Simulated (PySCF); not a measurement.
# Magnetic susceptibility: `C=COC[C@@H](C)F`, C$_{5}$H$_{9}$FO

Cartesian coordinates in Å; atom numbers follow the order of the lines, from 1:
```xyz
16

C     0.1452   -2.9111   -0.6567
C     0.9695   -1.9427   -0.2864
O     0.8934   -0.5951   -0.2477
C    -0.2467    0.2372   -0.3538
C    -1.6494   -0.3471   -0.5414
C    -2.2138   -0.9884    0.7160
F    -2.4536    0.7352   -0.8729
H    -0.8573   -2.7828   -1.0129
H     0.4961   -3.9252   -0.6014
H     1.9746   -2.2017    0.0313
H    -0.0607    0.9070   -1.2056
H    -0.2590    0.8510    0.5573
H    -1.6980   -1.0063   -1.4142
H    -2.2890   -0.2355    1.4976
H    -3.2061   -1.3875    0.5205
H    -1.5646   -1.7893    1.0562
```

Computed with GIAO PBE/pcSseg-1 magnetisability, rotational g tensor and spin-rotation constants, non-relativistic, gas phase (PySCF). Geometry: GFN2-xTB, dihedral held. The dihedral C5–C4–O3–C2 is held at 0°.

Task: How diamagnetic is it, and how anisotropic?

Result: Isotropic -1039 × 10⁻³⁰ J/T², or -62.6 × 10⁻⁶ cm³/mol; principal values -1097, -1048, -971 × 10⁻³⁰ J/T², anisotropy 110 × 10⁻³⁰ J/T² (root of half the summed squared differences of the principal values). The susceptibility is in cgs units.

Task: Split it along the inertial axes a, b, c into diamagnetic and paramagnetic parts about the centre of mass, with the quadrupole moment.

Result: 
```csv
axis,χ (10⁻⁶ cm³/mol),diamagnetic (10⁻⁶ cm³/mol),paramagnetic (10⁻⁶ cm³/mol),summed x² of all electrons (Å²),quadrupole Θ (D Å)
a,-65.8,-376.9,311.1,154.6,-3.44
b,-60.3,-772.6,712.3,61.4,+2.25
c,-61.6,-916.4,854.8,27.5,+1.19
```
Anisotropies 2χaa − χbb − χcc = -9.7 and 2χbb − χaa − χcc = +6.7 × 10⁻⁶ cm³/mol. Θ is traceless in Buckingham's convention.

Task: And the rotational g tensor?

Result: 
```csv
axis,rotational constant (GHz),g,nuclear part,electronic part
a,4.4150,-0.0212,0.6241,-0.6453
b,1.6915,-0.0151,0.5509,-0.5660
c,1.4153,-0.0114,0.5569,-0.5684
```
Asymmetric top; isotopes 12C, 19F, 1H, 16O; no vibrational averaging.
